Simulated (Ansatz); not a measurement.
`C[O][Ge][SH]` + H–F → `[F][Ge][SH]` + CH₃OH at 500 K and 1 bar (ligand exchange at a Ge–O bond).

Computed with Ansatz on PBE0-D4/def2-TZVP structures; ΔE is electronic, products minus reactants. CBS: MP2 limit from def2 TZ/QZ plus the TZ coupled-cluster correction, frozen cores. This one scheme is used for every species. For Ge outer-core shells are correlated without core-valence functions, which leaves a few kJ/mol of doubt a bond. Scalar relativity is left out up to krypton. Each species was taken in one conformer, which may not be the lowest.

```
       species  CCSD(T)/CBS energy (Eh)  H − E (kJ/mol)  S (J/(mol·K))
`C[O][Ge][SH]`              -2589.55031           173.9          389.7
           H–F               -100.39570            39.4          188.7
 `[F][Ge][SH]`              -2574.33845            57.0          329.6
         CH₃OH               -115.61712           157.0          265.4
```

H − E and S are ideal-gas, rigid-rotor, harmonic terms from PBE0-D4/def2-TZVP, for one conformer and one mirror image of each species. 1 Eh = 2625.50 kJ/mol, R = 8.31446 J/(mol·K).

**Question.** By hand: ΔE, ΔH, ΔS and ΔG.

**Answer.** ΔE = (-2574.33845) + (-115.61712) − (-2589.55031) − (-100.39570) = -0.00956 Eh = -25.1 kJ/mol. Δ(H − E) = 57.0 + 157.0 − 173.9 − 39.4 = 0.7, so ΔH = -24.4 kJ/mol. ΔS = 329.6 + 265.4 − 389.7 − 188.7 = 16.6 J/(mol·K). ΔG = -24.4 − 500 × (16.6)/1000 = -32.7 kJ/mol.

**Question.** By hand: the equilibrium constant, and the temperature at which ΔG would vanish if ΔH and ΔS stayed fixed.

**Answer.** log₁₀ K = −ΔG/(RT ln 10) = 3.4. ΔH and −TΔS have one sign here, so there is no such temperature.

TΔS isn't small against ΔH here. A doubt of 5 kJ/mol in ΔE shifts log₁₀ K by 0.5 here. Other conformers and mirror images would add mixing entropy, several J/(mol·K) or more a flexible species. These are equilibria of isolated gas molecules and say nothing of rates. Largest T1 diagnostic: 0.015 (customary marks: 0.02 for closed shells, 0.045 for open ones).
